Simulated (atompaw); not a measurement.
**An all-electron radial function and its pseudo partner (Eu (Z = 63))**

Columns: radius, all-electron u(r) and pseudo u(r) of the 5p shell (level -26.77 eV) of europium in the configuration [Kr] 4d10 4f7 5s2 5p6 5d0 6s1.5 6p0; PBEsol, scalar-relativistic, PAW (atompaw) scheme, atompaw 4.2.0.5.

```json
{"r (bohr)": "0.094", "all-electron": "-0.0156", "pseudo": "0.0128"}
{"r (bohr)": "0.188", "all-electron": "0.3025", "pseudo": "0.0505"}
{"r (bohr)": "0.283", "all-electron": "0.0051", "pseudo": "0.1116"}
{"r (bohr)": "0.377", "all-electron": "-0.3397", "pseudo": "0.1912"}
{"r (bohr)": "0.471", "all-electron": "-0.4595", "pseudo": "0.2851"}
{"r (bohr)": "0.565", "all-electron": "-0.3677", "pseudo": "0.3881"}
{"r (bohr)": "0.660", "all-electron": "-0.1548", "pseudo": "0.4955"}
{"r (bohr)": "0.754", "all-electron": "0.0933", "pseudo": "0.5993"}
{"r (bohr)": "0.848", "all-electron": "0.3287", "pseudo": "0.6954"}
{"r (bohr)": "0.942", "all-electron": "0.5273", "pseudo": "0.7793"}
{"r (bohr)": "1.037", "all-electron": "0.6821", "pseudo": "0.8480"}
{"r (bohr)": "1.131", "all-electron": "0.7906", "pseudo": "0.8978"}
{"r (bohr)": "1.225", "all-electron": "0.8596", "pseudo": "0.9286"}
{"r (bohr)": "1.319", "all-electron": "0.8953", "pseudo": "0.9404"}
{"r (bohr)": "1.413", "all-electron": "0.9045", "pseudo": "0.9348"}
{"r (bohr)": "1.508", "all-electron": "0.8930", "pseudo": "0.9135"}
{"r (bohr)": "1.602", "all-electron": "0.8664", "pseudo": "0.8802"}
{"r (bohr)": "1.696", "all-electron": "0.8291", "pseudo": "0.8377"}
{"r (bohr)": "1.790", "all-electron": "0.7847", "pseudo": "0.7893"}
{"r (bohr)": "1.885", "all-electron": "0.7354", "pseudo": "0.7373"}
{"r (bohr)": "1.979", "all-electron": "0.6846", "pseudo": "0.6851"}
{"r (bohr)": "2.073", "all-electron": "0.6334", "pseudo": "0.6334"}
{"r (bohr)": "2.167", "all-electron": "0.5830", "pseudo": "0.5830"}
{"r (bohr)": "2.262", "all-electron": "0.5336", "pseudo": "0.5336"}
{"r (bohr)": "2.356", "all-electron": "0.4871", "pseudo": "0.4871"}
{"r (bohr)": "2.450", "all-electron": "0.4431", "pseudo": "0.4431"}
```

Question: How many radial nodes do the two functions have?

Answer: The all-electron 5p function has n − l − 1 = 3; the pseudo-wave has 0, since the states of the same l below it are removed with the core.

Question: At about which radius was the pseudo-wave matched?

Answer: 2.10 bohr, where the columns begin to agree (steps of 0.09 bohr).

Question: Is the pseudo-wave norm-conserving?

Answer: No, it belongs to a PAW set: the norm inside the radius is not constrained, and the difference is carried by the augmentation charge.
